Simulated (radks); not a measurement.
Results of a calculation; reference values are marked as such.
Valence configurations of the erbium ion Er3+ (all share [Xe]). Code: a radial shooting solver on a logarithmic mesh with Libxc functionals. Model: Dirac Kohn-Sham, PBE, spin-unpolarised, spherical densities, finite nucleus; open shells are shared between the two j in proportion to 2j + 1; Fermi nuclear charge, rms radius 5.2516 fm. Energies are relative to 4f11; eigenvalues in eV.

valence	E (eV)	e(4f5/2)	e(4f7/2)	e(5d3/2)	e(5d5/2)	e(6p1/2)
4f11	0.000	-36.037	-34.879	-	-	-
4f10 5d1	13.101	-43.518	-42.293	-27.253	-26.657	-
4f10 6s1	15.666	-46.778	-45.550	-	-	-
4f10 6p1	21.901	-48.019	-46.790	-	-	-21.295
4f9 5d2	32.082	-51.670	-50.376	-29.187	-28.513	-
4f9 6s2	40.286	-58.639	-57.339	-	-	-
4f9 6s1 6p1	47.079	-59.852	-58.552	-	-	-23.071
4f9 6p2	53.898	-61.049	-59.748	-	-	-23.657
4f8 5d1 6s1 6p1	75.238	-68.864	-67.495	-36.941	-36.078	-23.617
4f8 5d1 6p2	82.328	-70.049	-68.679	-37.877	-37.001	-24.201

NIST lists [Xe] 4f11 as the ground configuration; this level of theory agrees among the configurations tried. The energies are those of spherical spin-averaged densities, not of single terms.
